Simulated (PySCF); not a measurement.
Species: C2H7ClOSi2 (charge 0, singlet). 
Structure (B3LYP-D3(BJ)/def2-TZVP (Ansatz) minimum search):
SMILES: ClC([SiH2]O[SiH3])=C
```xyz
13

C     -2.5977    -0.4263     0.6081
C     -1.4175    -0.3683     0.0058
Cl    -1.1975     0.6659    -1.4069
Si     0.1228    -1.3068     0.4982
O      1.3497    -0.2703     0.7757
Si     2.1784     1.0549     0.2696
H     -3.4614     0.1310     0.2670
H     -2.7193    -1.0553     1.4817
H     -0.1794    -2.0490     1.7397
H      0.4875    -2.2307    -0.5968
H      3.4197     1.1377     1.0690
H      2.5177     0.9299    -1.1656
H      1.3676     2.2730     0.4834
```
Charge 0, spin multiplicity 1.

Dispersion corrections to the total energy (kcal/mol) from the dftd3 and dftd4 libraries through PySCF: D3(BJ) without and D4 with the three-body term, each with the damping fitted for the functional named.

```tsv
functional	D3(BJ)	D4
BLYP	-18.26	-18.43
PBE	-8.30	-8.58
BHLYP	___	-11.10
PBE0	-7.58	-7.38
HF	-58.12	___
PW6B95	-5.07	-6.93
B2PLYP	-7.46	___
```

Q: Complete the blanks.

A: 
- BHLYP, D3(BJ): -12.36
- HF, D4: -27.85
- B2PLYP, D4: -6.05
